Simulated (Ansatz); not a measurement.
Molecule: CCl2 (charge 0, triplet). This is an excited triplet: at this geometry the singlet lies 0.44 eV lower at RI-MP2/CBS(aug-cc-pV(T+d)Z,aug-cc-pV(Q+d)Z)+[CCSD(T)-MP2]/aug-cc-pV(T+d)Z. 
Structure (B3LYP-D3(BJ)/def2-TZVP (Ansatz, an electronic-structure program) minimum search):
SMILES: Cl[C]Cl
```xyz
3

C      0.0044    -0.0137    -0.6156
Cl     1.5088     0.0245     0.1190
Cl    -1.5103    -0.0197     0.0982
```
Charge 0, spin multiplicity 3.

Basis-set convergence of Hartree-Fock and CCSD(T) correlation energies (hartree) with Ansatz. Cores are frozen in the correlated levels unless marked. Open shells are spin-unrestricted. Spin-orbit coupling is left out. Non-relativistic.

```
basis        functions       E(HF)  E(corr, CCSD(T))
-----------  ---------  ----------  ----------------
cc-pV(D+d)Z         60  -956.77566          -0.40818
cc-pV(T+d)Z        108  -956.81664          -0.54513
cc-pV(Q+d)Z        183  -956.82658          -0.59131
```

Extrapolating the two largest sets (X = 3 and 4) as X^-3: E(corr) = (64·(-0.59131) - 27·(-0.54513))/37 = -0.6250 Eh, an estimate of the basis-set limit. The largest set recovers 94.6 % of it, the smallest 65.3 %.
